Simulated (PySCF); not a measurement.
# Electron correlation in Cl+ (chlorine, charge +1)

[Ne] 3s2 3p4, high-spin 3P determinant. Computed with PySCF 2.14 in aug-cc-pV(T+d)Z with one added diffuse shell each of s, p, d, f type (7s6p5d3f, 71 functions), with no relativity, point nucleus. Frozen: [Ne]; 6 electrons correlated.

```json
{"level": "CCSD", "correlation energy (mhartree)": "-150.55"}
{"level": "(T)", "correlation energy (mhartree)": "-4.59"}
{"level": "CCSD(T)", "correlation energy (mhartree)": "-155.14"}
```

Diagnostics: T1 = 0.0089, D1 = 0.0287, largest double amplitude 0.036.

Cost of the coupled-cluster step: about 12 core-seconds, for 6 correlated electrons.
